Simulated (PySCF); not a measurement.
## Ce⁺: ionisation energy

Ce⁺ [Xe] 4f1 5d2 (high-spin determinant) → Ce²⁺ [Xe] 4f2 (high-spin determinant), as a difference of total energies. Computed with PySCF 2.14 in cc-pVDZ-X2C (8s7p5d3f1g, 84 functions), with scalar relativity by spin-free X2C-1e. Correlated levels: valence: [Kr] 4d10 frozen. The calculations carry no spin-orbit coupling.

| method | ionisation energy (eV) |
| --- | --- |
| UHF | 11.134 |
| MP2 (valence) | 11.155 |
| SCS-MP2 (valence) | 11.156 |
| CCSD (valence) | 11.216 |
| CCSD(T) (valence) | 11.212 |

Problem. How much does correlation contribute at CCSD(T) (valence)?

Solution. 11.212 − (11.134) = 0.078 eV, measured against UHF.

A first-order spin-orbit estimate (lowest level to lowest level, LS coupling) adds 0.048 eV.

The ground level that NIST lists for one species does not belong to the high-spin term computed here, so part of any gap is the choice of state.

Errors of the correlated levels include the incompleteness of this basis and the frozen core.

The determinant of Ce⁺ and of Ce²⁺ mixes LS terms, which raises its energy above the lowest term, most at the Hartree-Fock and MP2 levels.

For comparison: 10.956 ± 0.02 eV (semi-empirical (NIST evaluation); NIST Atomic Spectra Database, ionization energies).
